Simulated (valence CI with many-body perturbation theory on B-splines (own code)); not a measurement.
**Sn43+: what the settings do**

Computed by valence CI with perturbative core correlation (CI+MBPT): five valence electrons over a frozen Dirac-Fock core [He], radial functions for each j: 6 s, 6 p, 5 d, 3 f, 1 g, with the one-electron correlation potential Σ1, the two-electron term Σ2, the three-electron term Σ3, Breit, model QED; selected CI, second order for the rest, scaled by the run's own slope (own B-spline code, finite nucleus).

No measured spectrum was set against this ion. As an estimate, large intervals hold to a few tenths of a per cent, small ones and those within an open d or f shell to about a per cent. Among the levels kept, up to 1900 cm⁻¹ of a level comes from second order outside the variational space, and about a tenth of that is noise between levels of different J, which matters for small intervals.

The reference run has the lowest level (2s^2 2p1/2^2 2p3/2) J=3/2 and an ionisation energy of 7074.18 eV. Its largest variational space holds 10000 state functions.

Levels are named by their leading jj configuration (3d3/2^4 stands for four electrons in 3d with j = 3/2), which in mixed levels can hold well under half, so a name can repeat and another be missing. Letters in brackets count levels of one name in rising energy.

Changed runs:
A. factor on the speed of light 1 → 10; QED terms on → off
B. Breit term on → off
C. size limit of the variational space 10000 → 1500; box radius (bohr) 1.3265 → 2.42; second order for the rest on → off
D. start configuration 2s2 2p3 → 2s2 2p4 (bad on purpose)

Excitation energies of the reference run in cm⁻¹, and shifts in cm⁻¹:

```tsv
Level	Reference	B	C
(2s^2 2p1/2 2p3/2^2) J=3/2	1815660	+30450	+3960
(2s^2 2p1/2 2p3/2^2) J=5/2	1967620	+54014	+1505
(2s^2 2p1/2 2p3/2^2) J=1/2	2190350	+25318	-1164
(2s 2p1/2^2 2p3/2^2) J=5/2	3397230	+10692	+2046
(2s 2p1/2^2 2p3/2^2) J=1/2	3892890	-11145	+575
(2s 2p1/2^2 2p3/2^2) J=3/2	3905080	+3880	+4453
(2s^2 2p3/2^3) J=3/2	4014580	+65199	+2208
(2s 2p1/2 2p3/2^3) J=3/2 [a]	5371120	+28725	+770
(2s 2p1/2 2p3/2^3) J=5/2	5612410	+51239	+3195
(2s 2p1/2 2p3/2^3) J=1/2	5869780	+28291	-24
(2s 2p1/2 2p3/2^3) J=3/2 [b]	5963610	+42022	+2485
(2p1/2^2 2p3/2^3) J=3/2	7714330	-308	+4366
Ionisation energy (eV)	7074.18	+4.22	-0.97
```

Run A ends with another lowest level, (2s^2 2p1/2 2p3/2^2) J=3/2, and an ionisation energy of 7067.00 eV.

Run D: It gave no result: the electrons of core and valence do not add up to the charge. The program said: "core and valence hold 8 electrons, the ion has 7".
